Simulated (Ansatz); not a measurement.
## What each rung costs, and what it gives

Saddle point of Si$_{2}$H$_{6}$F$_{2}$, singlet (SiH₂F₂ ([F][SiH2][F]) + SiH₄ → Si₂H₄F₂ ([F][SiH]([F])[SiH3]) + H₂; bonds formed: Si1–Si7, H2–H6; bonds broken: Si1–H2, H6–Si7), PBE0-D4/def2-TZVP structure:

Si1  (-1.153, 0.514, -0.158)
H2  (-0.293, -1.089, -0.023)
F3  (-1.936, 0.189, -1.507)
F4  (-0.838, 2.079, -0.232)
H5  (-2.065, 0.318, 0.993)
H6  (0.481, -1.692, 0.256)
Si7  (1.269, -0.217, 0.145)
H8  (0.682, -0.067, 1.514)
H9  (1.268, -0.532, -1.309)
H10  (2.585, 0.496, 0.321)
(Å)

Barriers are electronic and count from the start structure reached by relaxing down the imaginary mode.

Ansatz 0.2.0; basis: as named in each row; cores frozen in the correlated methods. B3LYP uses VWN-RPA correlation. Extrapolation: Hartree–Fock as exp(−7.88 √X), correlation as X^−2.97.

Times are rough, for one single point on 4 threads of a shared host (Arm Neoverse V2).

The estimate by CCSD(T) at an estimated basis limit (MP2 extrapolated from triple and quadruple zeta, plus CCSD(T) − MP2 in triple zeta) is 325.6 kJ/mol.

| method | basis | time (s) | barrier (kJ/mol) | method less estimate |
| --- | --- | --- | --- | --- |
| HF | STO-3G | under 1 | 651.3 | 325.7 |
| PBE-D4 | STO-3G | under 1 | 418.3 | 92.7 |
| SPW92 | def2-SVP | under 1 | 230.7 | -94.9 |
| B3LYP-D4 | 6-31G | under 1 | 360.2 | 34.6 |
| PBE-D4 | def2-SVP | under 1 | 266.5 | -59.1 |
| PBE0-D4 | def2-SVP | under 1 | 296.3 | -29.3 |
| SPW92 | def2-TZVPP | under 1 | 224.6 | -101.0 |
| PBE-D4 | def2-TZVPP | 2 | 258.9 | -66.7 |
| BLYP-D4 | def2-TZVPP | 2 | 298.9 | -26.7 |
| B3LYP-D4 | def2-TZVPP | 2 | 318.5 | -7.1 |
| BHLYP-D4 | def2-TZVPP | 2 | 354.1 | 28.5 |
| PBE0-D4 | def2-TZVPP | 2 | 287.5 | -38.1 |
| CAM-B3LYP-D4 | def2-TZVPP | 2 | 332.6 | 7.0 |
| CCSD(T) | def2-SVP | 2 | 359.3 | 33.7 |
| r2SCAN-D4 | def2-TZVPP | 3 | 285.2 | -40.4 |
| r2SCAN0-D4 | def2-TZVPP | 4 | 304.5 | -21.1 |
| wB97M-V | def2-SVP | 4 | 322.2 | -3.4 |
| RPA on PBE | def2-TZVPP | 4 | 336.4 | 10.8 |
| B2PLYP | def2-TZVPP | 4 | 332.4 | 6.8 |
| PBE-QIDH | def2-TZVPP | 4 | 318.1 | -7.5 |
| wB97X-V | def2-TZVPP | 6 | 325.9 | 0.3 |
| B97M-V | def2-TZVPP | 6 | 288.3 | -37.3 |
| wB97M-V | def2-TZVPP | 6 | 316.5 | -9.0 |
| MP2 | def2-QZVPP | 15 | 329.3 | 3.7 |
| CCSD(T) | def2-TZVPP | 83 | 333.4 | 7.8 |

All methods are single points on the PBE0-D4 structures.

No T1 diagnostic of these runs exceeds 0.014.

Labels in which every atom is bracketed show which atoms are joined, not bond orders.
